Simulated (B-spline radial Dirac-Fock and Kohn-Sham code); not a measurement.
Calculated with a radial atomic solver, using Dirac-Fock energy differences between relaxed states, corrected for Breit and QED terms. Correlation and solid-state effects are left out.

**Question.** Identify the element and charge state from the binding energies below (tabulated ground configuration; the least bound level is included).

```csv
level,binding energy (eV)
L2,6501.0
L3,6059.7
M1,1767.5
M3,1514.2
N2,534.2
N3,513.4
"N4,5",405.9
```

**Answer.** Ce¹⁵⁺: Z = 58 with 43 electrons, [Kr] 4d7.
